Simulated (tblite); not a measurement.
C6H11FS.
Numbering: `[CH3:1][CH:2]([CH3:3])/[CH:4]=[CH:5]/[S:6][CH2:7][F:8]` (hydrogens: H9, H10, H11 on C1; H12 on C2; H13, H14, H15 on C3; H16 on C4; H17 on C5; H18, H19 on C7)

Computed with GFN2-xTB (tblite), gas phase: nudged elastic band of 9 images (0 to 8), spring 0.2 eV/Å², climbing image at the end, force threshold 0.05 eV/Å. No saddle search or frequency run followed, so the top image need not be a first-order saddle, and its height can exceed the method's true barrier by a kcal/mol or more.

The band describes a rotation about C7–S6 (sp3 C–F carbon, sulfide sulfur), followed by the dihedral F8–C7–S6–C5, from the optimised start (-68°) to a second optimised geometry at 69°.

Question: Give the energy profile along the converged band.

Answer: 
| image | dihedral (°) | E (kJ/mol) | C7–S6 (Å) | F8···C5 (Å) | largest true force (eV/Å) |
| --- | --- | --- | --- | --- | --- |
| 0 | -68 | 0.00 | 1.817 | 3.13 | 0.01 |
| 1 | -52 | 1.54 | 1.823 | 2.96 | 0.04 |
| 2 | -36 | 5.43 | 1.834 | 2.86 | 0.06 |
| 3 | -17 | 9.87 | 1.846 | 2.81 | 0.05 |
| 4 | 3 | 11.49 | 1.849 | 2.79 | 0.03 |
| 5 | 23 | 8.75 | 1.841 | 2.81 | 0.06 |
| 6 | 40 | 4.28 | 1.829 | 2.87 | 0.06 |
| 7 | 55 | 1.08 | 1.820 | 2.98 | 0.04 |
| 8 | 69 | -0.04 | 1.815 | 3.15 | 0.01 |

Barriers of this band. The top is image 4 at 3°: 11.5 kJ/mol in either direction, as the ends lie within 0.002 eV of each other (their dihedrals are equal and opposite within 4°). The central bond is 0.032 Å longer at the top than at the start.

Question: What rate follows at 200 K for crossing this barrier forward?

Answer: Taking the electronic barrier for the free energy of activation (no zero-point or entropy terms, transmission 1), rate = (kT/h)·exp(−ΔE/kT) ≈ 4 × 10^9 s⁻¹, whose inverse is 2 × 10^-10 s. An error of 1 kcal/mol in the barrier changes this by a factor of 12, and the method and the loose band can each miss by that much or more.

Question: How long is the path, and how are the images spaced?

Answer: Cartesian distances between aligned neighbours (all atoms, Å): 0.57, 0.56, 0.56, 0.55, 0.57, 0.55, 0.54, 0.47; the sum is 4.37 Å, and the top lies 51 % of the way along.

The cost below is that of the whole band run. Cost: about 12 s of CPU time on one thread; the machine was shared, so the figure is rough.
